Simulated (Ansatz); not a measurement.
`BC1=CCO1` and `ClC1=CCO1` differ in one atom or group.

Ansatz, PBE0-D4/def2-TZVP geometries, multiplicity 1. 

```json
{"property": "size of the dipole moment (ωB97M-V/def2-TZVPP) / D", "`BC1=CCO1`": "2.22"}
{"property": "size of the dipole moment (B3LYP/def2-TZVPP) / D", "`BC1=CCO1`": "2.32"}
{"property": "HOMO–LUMO gap (ωB97M-V/def2-TZVPP) / eV", "`BC1=CCO1`": "8.95"}
{"property": "HOMO–LUMO gap (B3LYP/def2-TZVPP) / eV", "`BC1=CCO1`": "4.35"}
{"property": "HOMO energy (B3LYP/def2-TZVPP) / eV", "`BC1=CCO1`": "-6.83"}
{"property": "HOMO energy (PBE/def2-TZVPP) / eV", "`BC1=CCO1`": "-5.88"}
```

Problem. What does the change do to each property? (Best estimate.)

Solution. The calculation gave: 
```json
{"property": "size of the dipole moment (ωB97M-V/def2-TZVPP) / D", "`ClC1=CCO1`": "1.93", "shift": "-0.29"}
{"property": "size of the dipole moment (B3LYP/def2-TZVPP) / D", "`ClC1=CCO1`": "1.94", "shift": "-0.38"}
{"property": "HOMO–LUMO gap (ωB97M-V/def2-TZVPP) / eV", "`ClC1=CCO1`": "11.49", "shift": "2.54"}
{"property": "HOMO–LUMO gap (B3LYP/def2-TZVPP) / eV", "`ClC1=CCO1`": "6.65", "shift": "2.30"}
{"property": "HOMO energy (B3LYP/def2-TZVPP) / eV", "`ClC1=CCO1`": "-6.60", "shift": "0.23"}
{"property": "HOMO energy (PBE/def2-TZVPP) / eV", "`ClC1=CCO1`": "-5.59", "shift": "0.29"}
```

With PBE0 the HOMO rises by 0.23 eV and the LUMO rises by 2.58 eV, so the gap widens by about 2.35 eV. PBE moves the HOMO by 0.29 eV and ωB97M-V by 0.23 eV. The zero-point energy changes by -51.6 kJ/mol with -6 modes. Dipoles are sizes alone; their direction can turn.

B3LYP here is the variant with VWN-RPA as its local correlation; programs differ in this.
